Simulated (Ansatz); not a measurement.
Reaction (ligand exchange at the Si–C bond): `CC(C)[SiH3]` + `OPS` → `OP([SiH3])S` + propane

Program: Ansatz. Geometries: PBE0-D4/def2-TZVP. ΔE: electronic, gas phase. CCSD(T)/CBS is the MP2 limit (def2-TZVPP, def2-QZVPP) plus CCSD(T) − MP2 in def2-TZVPP, frozen cores. Functionals use def2-TZVPP. One conformer a species, not always the lowest.

`CC(C)[SiH3]`:

```xyz
14

C    -0.764    0.016    1.314
C    -0.133    0.436   -0.011
C    -0.927   -0.098   -1.200
Si    1.670   -0.103   -0.104
H    -0.226    0.426    2.173
H    -1.802    0.358    1.377
H    -0.773   -1.073    1.418
H    -0.126    1.532   -0.061
H    -0.943   -1.192   -1.205
H    -0.508    0.231   -2.155
H    -1.967    0.242   -1.159
H     2.292    0.349   -1.379
H     1.759   -1.589   -0.039
H     2.450    0.464    1.031
```

`OPS`:

Cartesian coordinates in Å:
```
O 0.441 -0.814 -1.140
P 0.524 0.478 -0.120
S -0.786 0.038 1.477
H -0.085 -0.593 -1.913
H 1.637 -0.023 0.599
H -1.730 0.914 1.097
```

`OP([SiH3])S`:

```xyz
9

O    -0.461    1.127   -1.572
P     0.733    0.701   -0.521
Si   -0.449    0.096    1.328
S     1.207   -1.306   -0.976
H    -1.164    0.475   -1.667
H    -1.394   -1.013    1.012
H    -1.227    1.280    1.777
H     0.497   -0.324    2.392
H     2.257   -1.037   -1.772
```

`CCC`:

```xyz
11

C    -0.743    0.241    1.021
C    -0.426   -0.015   -0.443
C     1.058   -0.230   -0.693
H    -0.222    1.131    1.385
H    -0.428   -0.601    1.644
H    -1.813    0.393    1.181
H    -0.985   -0.890   -0.790
H    -0.779    0.828   -1.047
H     1.267   -0.413   -1.749
H     1.431   -1.088   -0.126
H     1.639    0.644   -0.384
```

| species | CAM-B3LYP-D4 energy (Eh) |
| --- | --- |
| `CC(C)[SiH3]` | -409.82008 |
| `OPS` | -816.65698 |
| `OP([SiH3])S` | -1107.37073 |
| `CCC` | -119.11476 |

Task: Work out ΔE.

Result: ΔE = (-1107.37073) + (-119.11476) − (-409.82008) − (-816.65698) = -0.00843 Eh = -22.1 kJ/mol. CCSD(T)/CBS gives -21.6 kJ/mol.

Largest T1 diagnostic among the species: 0.014.

At CCSD(T), def2-SVP lies +3.4 kJ/mol from the extrapolated value and def2-TZVPP +1.8 kJ/mol. Leaving LDA and LC-ωPBE aside and taking each functional with its dispersion term where it has one, the values, not all of them listed here, spread over 11.9 kJ/mol, from PBE-D4 to ωB97M-V. LDA lies +4.2 kJ/mol from PBE without D4.
